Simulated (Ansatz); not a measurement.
Ansatz (a program for electronic structure) input (PBE/STO-3G):

Ansatz 0.2 input:
```yaml
crystal:
  periodic: [false, false, false]
  atoms:
    - {symbol: O, position_ang: [0.97013400, -1.28921000, -0.00044800]}
    - {symbol: Si, position_ang: [0.17822700, 0.07248800, 0.02477500]}
    - {symbol: O, position_ang: [-1.45765800, -0.57902000, -0.21301500]}
    - {symbol: F, position_ang: [-0.00093700, 0.82202300, 1.37225000]}
    - {symbol: F, position_ang: [0.37819200, 1.06820000, -1.14860500]}
    - {symbol: H, position_ang: [1.89554200, -1.45433400, -0.21310200]}
    - {symbol: H, position_ang: [-1.60694300, -1.50242300, -0.48589900]}
    - {symbol: H, position_ang: [-2.27887900, -0.12423900, 0.04704000]}
basis:
  gaussian:
    orbitals: STO-3G
hamiltonian:
  xc: {name: PBE}
total_charge: 1
output: {forces: true}
```

Output:

```
Functional definition: PBE
integrals: 0.01 GiB planned
426 factors; integrals over basis functions are off by at most 3.3e-5 eV
mean field: 0.07 GiB planned
mean field evaluation 1: about -17203.4414 eV, gradient 3.9e1 eV
mean field evaluation 2: about -17200.3923 eV, gradient 5.1e1 eV
mean field evaluation 4: about -17208.7040 eV, gradient 2.1e0 eV
mean field evaluation 8: about -17208.6805 eV, gradient 2.5e-2 eV
mean field -17208.68050906 eV, -632.4073442453 hartree, gradient 4.3e-5 eV, S^2 0.000000; 0 other end points of the search recorded, 0 dependent functions left out
the calculation of the forces begins
reference -17208.68052975 eV, -632.4073450057 hartree; 25, 25 occupied and 7, 7 virtual orbitals, 426 factors
Total energy: -17208.68052975 eV, -632.4073450057 hartree
Atom 0 at     0.970134    -1.289210    -0.000448 Å, force    -2.111856    -2.201067     0.735149 eV/Å
Atom 1 at     0.178227     0.072488     0.024775 Å, force     1.040515    -0.454086    -0.241335 eV/Å
Atom 2 at    -1.457658    -0.579020    -0.213015 Å, force     1.463224     0.570452    -0.148402 eV/Å
Atom 3 at    -0.000937     0.822023     1.372250 Å, force    -0.488312     1.270815     2.647058 eV/Å
Atom 4 at     0.378192     1.068200    -1.148605 Å, force     0.244103     1.910256    -2.373486 eV/Å
Atom 5 at     1.895542    -1.454334    -0.213102 Å, force     2.368320     0.159955    -0.618971 eV/Å
Atom 6 at    -1.606943    -1.502423    -0.485899 Å, force    -0.590427    -2.005470    -0.531222 eV/Å
Atom 7 at    -2.278879    -0.124239     0.047040 Å, force    -1.925567     0.749145     0.531208 eV/Å
Dipole moment:    -0.654544    -0.520371    -0.172466 e Å
```

The dipole moment of an ion depends on the origin.

The geometry given is a B3LYP-D3(BJ)/def2-TZVP minimum.
